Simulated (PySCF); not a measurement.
**Which element holds H most strongly?**

CCSD(T) in PySCF with def2-TZVPP on every atom, for the lowest determinant that a PBE0 search found; no spin–orbit coupling. D0 is De less the harmonic zero-point energy.

| M | state (unpaired electrons) | Re (Å) | ωe (cm⁻¹) | D0(MH) (eV) |
| --- | --- | --- | --- | --- |
| B | singlet (closed shell) | 1.234 | 2362 | 3.47 |
| Al | singlet (closed shell) | 1.651 | 1683 | 3.04 |
| As | triplet (π ↑↑) | 1.527 | 2156 | 2.69 |
| Si | doublet (π ↑) | 1.524 | 2044 | 2.99 |
| Ni | doublet (δ ↑) | 1.452 | 1969 | 2.84 |
| Cu | singlet (closed shell) | 1.467 | 1870 | 2.57 |
| Ge | doublet (π ↑) | 1.592 | 1908 | 2.79 |

**Question.** Order the elements by D0 and give the energy of AsH + Cu → CuH + As.

**Answer.** B > Al > Si > Ni > Ge > As > Cu; ΔE = 2.69 − 2.57 = +0.12 eV at CCSD(T)/def2-TZVPP. Close neighbours can swap at other levels.

Correlated steps freeze the inner cores (1 to 9 orbitals); shallow outer-core shells are correlated. UHF and ROHF references stand side by side, which adds small steps between rows. Spin–orbit coupling is left out. Where the molecule has an RHF reference, its open-shell atoms are computed with UHF. The CCSD T1 diagnostic is raised in CuH, NiH, a sign that a single reference may not be enough there. States were picked by a PBE0 search and need not be the measured ground states.
